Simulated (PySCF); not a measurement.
A structure optimised at PBE0-D3(BJ)/def2-SVP, used in a PySCF frequency run:

```
C
C 1 1.3405
O 1 1.3534 2 123.99
H 3 0.9641 1 108.81 2 0.00
H 2 1.0896 1 120.64 3 180.00
H 2 1.0940 5 117.82 1 180.00
C 1 1.4914 2 124.91 5 0.00
H 7 1.0965 1 111.44 2 0.00
H 7 1.1015 8 109.15 1 -121.72
H 7 1.1015 8 109.15 9 -116.56
```
Charge 0, spin multiplicity 1.

**Question.** Write its SMILES, formula and point group.

**Answer.** C=C(C)O, C₃H₆O, Cs

**Question.** What are its rotational constants (standard atomic weights)?

**Answer.** 10.183, 9.1034, 4.9553 GHz
